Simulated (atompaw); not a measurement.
**Before and after: PAW (atompaw) potential for cobalt**

| Property | Result |
| --- | --- |
| Element | Co (Z = 27) |
| Generator | atompaw 4.2.0.5 |
| Type | PAW |
| Functional | PBE |
| Relativity | scalar-relativistic |
| Frozen core | [Ne] |
| Valence charge | 17 |
| Reference configuration | 3s2 3p6 3d7 4s2 4p0 |
| Partial waves | 3s (bound): rc 0.90 bohr; 4s (bound): rc 1.45 bohr; 3p (bound): rc 0.95 bohr; 4p (bound, empty): rc 1.45 bohr; 3d (bound): rc 1.45 bohr; 3d channel at 0.65 Ry: rc 1.45 bohr |
| Local potential | bessel scheme, radius 1.25 bohr |
| Core correction | smooth core density matched at 1.20 bohr |
| Augmentation charge | sinc compensation charge, radius 1.30 bohr; PAW radius 1.45 bohr; waves and projectors: custom polynom gramschmidtortho |

All-electron outer shells of the reference configuration (PBE, scalar-relativistic, ld1.x):

```json
{"shell": "2s", "level (eV)": "-899.00", "outermost node (bohr)": "0.08", "outermost maximum (bohr)": "0.21"}
{"shell": "2p", "level (eV)": "-769.94", "outermost node (bohr)": "–", "outermost maximum (bohr)": "0.17"}
{"shell": "3s", "level (eV)": "-102.40", "outermost node (bohr)": "0.31", "outermost maximum (bohr)": "0.66"}
{"shell": "3p", "level (eV)": "-65.64", "outermost node (bohr)": "0.28", "outermost maximum (bohr)": "0.68"}
{"shell": "3d", "level (eV)": "-8.20", "outermost node (bohr)": "–", "outermost maximum (bohr)": "0.66"}
{"shell": "4s", "level (eV)": "-5.47", "outermost node (bohr)": "0.96", "outermost maximum (bohr)": "2.32"}
{"shell": "4p", "level (eV)": "-1.28", "outermost node (bohr)": "1.05", "outermost maximum (bohr)": "3.25"}
```

Change: local potential bessel scheme, radius 0.88 bohr.

Cutoffs: the cutoffs (Ry, on a coarse ladder) from which the occupation-weighted sum of valence levels, in a spherical-Bessel basis at the reference potential, stays within 10 and 1 mRy of its value at 400 Ry; they do not see the model core or the augmentation charge, which bear on the density cutoff.

Task: What does the change do?

Result: The potential gets neither clearly harder nor softer (90 Ry and 160 Ry → 90 Ry and 140 Ry); the range in which the s phases agree narrows (upper end at the end of the scan → 3.4); neither file shows a bound ghost.

```csv
quantity,base,changed
"cutoff, loose",90 Ry,90 Ry
"cutoff, tight",160 Ry,140 Ry
loose cutoff by channel (10 mRy a level),"s 55 Ry, p 70 Ry, d 40 Ry","s 50 Ry, p 70 Ry, d 40 Ry"
bound ghosts,none,none
s: phases at 1.45 bohr within 0.05 rad from the reference energy up to (Ry; the scan ends near 5),to the end of the scan,3.4
p: phases at 1.45 bohr within 0.05 rad from the reference energy up to (Ry; the scan ends near 5),to the end of the scan,to the end of the scan
d: phases at 1.45 bohr within 0.05 rad from the reference energy up to (Ry; the scan ends near 5),to the end of the scan,to the end of the scan
lowest overlap eigenvalue by channel,"s 0.77, p 0.52, d 0.95","s 0.74, p 0.53, d 0.94"
```

 The cutoffs see the waves, projectors and local potential, not the compensation charge or the core.
